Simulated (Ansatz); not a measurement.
```yaml
crystal:
  periodic: [false, false, false]
  atoms:
    - {symbol: B, position_ang: [1.616991, 1.403014, 0.142147]}
    - {symbol: B, position_ang: [-1.313214, 1.486610, -0.290098]}
    - {symbol: B, position_ang: [0.078843, 1.854796, -0.069273]}
    - {symbol: B, position_ang: [-1.516997, -1.382818, -0.150342]}
    - {symbol: B, position_ang: [-2.063271, 0.014273, -0.278732]}
    - {symbol: B, position_ang: [1.289378, -1.334149, 0.283275]}
    - {symbol: B, position_ang: [2.056078, -0.086099, 0.298919]}
    - {symbol: B, position_ang: [-0.102686, -0.006444, 0.016662]}
    - {symbol: B, position_ang: [-0.134498, -1.987928, 0.100034]}
basis:
  gaussian: {orbitals: def2-mTZVP, fitting: {mean_field: cc-pVTZ-jkfit}}
magnetization: {spin_polarized: false, initial_magnetization: 3}
hamiltonian: {xc: {name: HF}}
correlation: {method: rpa}
scf: {omitted_lower_state_checks: [starts]}
```

```sh
$ ansatz run in.yaml --threads 4 --pin off --events-out ev --progress --plain --max-ram 4787MiB
```

Shortened log:

```
Functional definition: HF
711 factors; integrals over basis functions are off by at most 2.8e-1 eV
mean field evaluation 1: about -6029.1778 eV, gradient 3.1e1 eV
mean field evaluation 2: about -6032.8472 eV, gradient 1.4e1 eV
mean field evaluation 4: about -6033.8319 eV, gradient 2.3e0 eV
mean field evaluation 8: about -6033.9741 eV, gradient 8.9e-1 eV
mean field evaluation 16: about -6034.1506 eV, gradient 9.0e-2 eV
mean field -6034.33634769 eV, -221.7577705576 hartree, gradient 2.6e-6 eV, S^2 3.750000; 0 other end points of the search recorded, 0 dependent functions left out
mean field evaluation 32: about -6034.3493 eV, gradient 1.0e0 eV
mean field evaluation 64: about -6034.8932 eV, gradient 2.3e-1 eV
mean field evaluation 96: about -6034.8559 eV, gradient 9.4e-1 eV
9 core orbitals not correlated: weight in the atoms' cores, before any rotation towards them, 1.000 or more for the frozen orbitals, at most 0.000 for the correlated occupied ones
reference -6034.33634769 eV, -221.7577705576 hartree; 15, 12 occupied and 147, 150 virtual orbitals, 711 factors
Total energy: -6055.28812303 eV, -222.5277340998 hartree
Checks for a lower state left out: starts
```

It took 14 s on 4 threads of Arm Neoverse V2 on a shared host.

Correlated methods freeze 9 core orbitals.

With spin_polarized false and unpaired electrons the run is restricted open-shell.
